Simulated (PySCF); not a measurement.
Excitations are Tamm–Dancoff values on a coarser integration grid. The basis has no diffuse functions, so Rydberg states are missing or too high.

**C4H2S2, SMILES `C1=Cc2ssc21` (charge 0, multiplicity 1)**

All values below come from TPSSh-D3(BJ)/def2-TZVP // B3LYP-D3(BJ)/def2-TZVP in PySCF.

HOMO: -5.46 eV
dipole moment: 1.59 D
LUMO: -2.82 eV
HOMO–LUMO gap: 2.64 eV
S1 excitation (TDA): 2.41 eV
S1 oscillator strength: 0.000
T1 excitation (TDA): 1.25 eV
S1–T1 gap (TDA): 1.16 eV
vertical ionisation energy (Delta-SCF): 7.83 eV
total energy: -949.9765 Ha
cost: about 10 core-minutes (a rough figure)

```xyz
8

C     -0.9215     0.6837    -0.0103
C     -0.9457    -0.6489     0.0368
C      0.5072    -0.7180    -0.4905
S      2.0382    -1.0763     0.3095
S      2.0761     1.0211     0.2354
C      0.5322     0.6628    -0.5393
H     -1.6171     1.4858     0.1821
H     -1.6695    -1.4099     0.2843
```
